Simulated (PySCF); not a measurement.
Order these species by their calculated properties.

Species are written as SMILES; each is one conformer at its optimised geometry, gas phase, non-relativistic unless stated; the electronic structure was computed with PySCF and density fitting.

The conformers computed, where there is a choice (atom-mapped SMILES and torsion angles):
- `[CH2:1]=[C:2]([F:3])[C:4](=[CH2:5])[C:6]#[C:7][CH3:8]`: C1–C2–C4–C5 180°
- `[CH2:1]=[CH:2][C:3]#[C:4]/[CH:5]=[CH:6]/[CH2:7][F:8]`: C5–C6–C7–F8 141°
- `[CH2:1]=[C:2]=[CH:3][CH2:4][C:5]#[C:6][CH2:7][F:8]`: C2–C3–C4–C5 120°
- `[CH:1]#[C:2][C@:3]1([CH2:4][F:5])[C@@H:6]2[CH2:7][C@H:8]12`: C2–C3–C4–F5 180°
- `[CH3:1][CH2:2][CH2:3][SiH2:4][CH:5]=[O:6]`: C1–C2–C3–Si4 -63°, C2–C3–Si4–C5 -170°, C3–Si4–C5–O6 119°
- `[CH:1]#[C:2][CH2:3][C@@:4]([CH3:5])([F:6])[C:7]#[CH:8]`: C2–C3–C4–C5 60°

The conformers of `F[C@@H]1CO[C@H](O[SiH3])O1` and `O[C@@H]1CC[SiH2]C1` aren't listed.

Problem. Rank by lowest triplet excitation (Tamm–Dancoff), highest first (TDA CAM-B3LYP/def2-SVPD at GFN2-xTB geometries).
A. `C#C[C@]1(CF)[C@@H]2C[C@@H]21`
B. `C=C(F)C(=C)C#CC`
C. `C=C=CCC#CCF`
D. `C=CC#C/C=C/CF`

Solution. A (5.40 eV), C (4.66 eV), B (3.00 eV), D (2.78 eV).

Problem. Give the two extremes of that set in kJ/mol.

Solution. `C=CC#C/C=C/CF`: 268 kJ/mol; `C#C[C@]1(CF)[C@@H]2C[C@@H]21`: 521 kJ/mol.

Problem. Rank by electronic spatial extent ⟨r²⟩ about the centre of nuclear charge, highest first (CAM-B3LYP/def2-SVPD at GFN2-xTB geometries).
A. `CCC[SiH2]C=O`
B. `C(=C)C#C/C=C/CF`
C. `C#C[C@]1(CF)[C@@H]2C[C@@H]21`
D. `C=C=CCC#CCF`
E. `C=C(F)C(=C)C#CC`
F. `C#CC[C@@](C)(F)C#C`

Solution. B (1853 bohr²), D (1763 bohr²), E (1243 bohr²), A (1110 bohr²), F (957 bohr²), C (910 bohr²).

Problem. Rank by HOMO energy, lowest first (CAM-B3LYP/def2-SVPD at GFN2-xTB geometries).
A. `F[C@@H]1CO[C@H](O[SiH3])O1`
B. `[SiH2](CCC)C=O`
C. `C#CC[C@@](C)(F)C#C`
D. `C#C[C@]1(CF)[C@@H]2C[C@@H]21`
E. `C=C(F)C(=C)C#CC`

Solution. A (-10.04 eV), C (-9.36 eV), D (-8.98 eV), B (-8.30 eV), E (-8.03 eV).

Problem. Rank by dipole moment, lowest first (CAM-B3LYP/def2-SVPD at GFN2-xTB geometries).
A. `C#C[C@]1(CF)[C@@H]2C[C@@H]21`
B. `C#CC[C@@](C)(F)C#C`
C. `C=C(F)C(=C)C#CC`
D. `C=C=CCC#CCF`
E. `CCC[SiH2]C=O`
F. `C=CC#C/C=C/CF`

Solution. A (0.75 D), B (1.61 D), F (1.84 D), D (2.19 D), C (2.37 D), E (3.25 D).

Problem. By how much do the two ends of that ranking differ?

Solution. By 2.50 D, between `CCC[SiH2]C=O` and `C#C[C@]1(CF)[C@@H]2C[C@@H]21`.

Problem. Rank by lowest singlet excitation, highest first (TDDFT CAM-B3LYP/def2-SVPD at GFN2-xTB geometries).
A. `C#C[C@]1(CF)[C@@H]2C[C@@H]21`
B. `C=CC#C/C=C/CF`
C. `CCC[SiH2]C=O`
D. `C=C(C#CC)C(F)=C`
E. `C1C[SiH2]C[C@@H]1O`
F. `F[C@@H]1CO[C@H](O[SiH3])O1`
G. `C=C=CCC#CCF`

Solution. F (7.77 eV), E (6.98 eV), A (6.38 eV), G (5.85 eV), D (5.34 eV), B (4.69 eV), C (3.24 eV).

Problem. Rank by HOMO–LUMO gap, highest first (CAM-B3LYP/def2-SVPD at GFN2-xTB geometries).
A. `C=C(F)C(=C)C#CC`
B. `CCC[SiH2]C=O`
C. `C#C[C@]1(CF)[C@@H]2C[C@@H]21`
D. `C#CC[C@@](C)(F)C#C`
E. `[C@H]1(CC[SiH2]C1)O`
F. `C=C=CCC#CCF`
G. `C=CC#C/C=C/CF`

Solution. D (10.64 eV), C (10.47 eV), E (10.27 eV), F (9.78 eV), B (8.09 eV), A (7.73 eV), G (7.17 eV).
